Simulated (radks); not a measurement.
Values are calculated unless marked as measured or tabulated.
Task: Neutral germanium, configuration [Ar] 3d10 4s2 4p2. Level of theory: Dirac Kohn-Sham, PBE, spin-unpolarised, spherical densities, point nucleus; open shells fill j = l - 1/2 first (a radial shooting solver on a logarithmic mesh with Libxc functionals). Some entries of the table are withheld. Estimate them.

| orbital | occ. | eigenvalue (Ry) | <r> (bohr) | <r^2> (bohr^2) |
|---|---|---|---|---|
| 1s1/2 | 2 | -805.3775 | (1) | 0.002973 |
| 2s1/2 | 2 | -100.7722 | 0.2098 | 0.05197 |
| 2p1/2 | 2 | (2) | 0.1812 | 0.04034 |
| 2p3/2 | 4 | (3) | 0.1848 | 0.04183 |
| 3s1/2 | 2 | -12.36806 | (4) | 0.4494 |
| 3p1/2 | 2 | -8.69562 | 0.6398 | 0.4822 |
| 3p3/2 | 4 | -8.38132 | 0.6505 | 0.4983 |
| 3d3/2 | 4 | -2.16807 | 0.7335 | 0.6912 |
| 3d5/2 | 6 | -2.12509 | 0.7389 | 0.7017 |
| 4s1/2 | 2 | (5) | 2.119 | 5.201 |
| 4p1/2 | 2 | -0.29012 | 2.871 | 9.872 |
| 4p3/2 | 0 | -0.27652 | 2.931 | 10.29 |

Result: 
(1) 1s1/2 <r> (bohr): 0.04700
(2) 2p1/2 eigenvalue (Ry): -89.63116
(3) 2p3/2 eigenvalue (Ry): -87.28856
(4) 3s1/2 <r> (bohr): 0.6241
(5) 4s1/2 eigenvalue (Ry): -0.85484
